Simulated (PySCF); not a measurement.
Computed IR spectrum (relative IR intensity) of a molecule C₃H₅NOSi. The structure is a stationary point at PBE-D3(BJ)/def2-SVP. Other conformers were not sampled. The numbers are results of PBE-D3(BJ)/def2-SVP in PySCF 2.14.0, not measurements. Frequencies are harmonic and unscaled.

Lines under 2 % of the strongest are left out, and lines within 2 cm⁻¹ are merged.

| ν (cm⁻¹) | relative intensity |
|---|---|
| 381 | 3.1 |
| 638 | 11 |
| 649 | 23 |
| 683 | 8.3 |
| 692 | 12 |
| 850 | 100 |
| 933 | 34 |
| 960 | 7.6 |
| 978 | 12 |
| 996 | 5.4 |
| 1179 | 73 |
| 1372 | 5.8 |
| 1621 | 2.5 |
| 2186 | 24 |
| 2192 | 33 |
| 2317 | 95 |

Problem. Which molecule gave these data?
(A) O=C1C[SiH2]C=N1
(B) C=C[SiH2]OC#N
(C) O[Si@H]1C=CN=C1
(D) C=C[SiH2]N=C=O

Solution. B, C=C[SiH2]OC#N
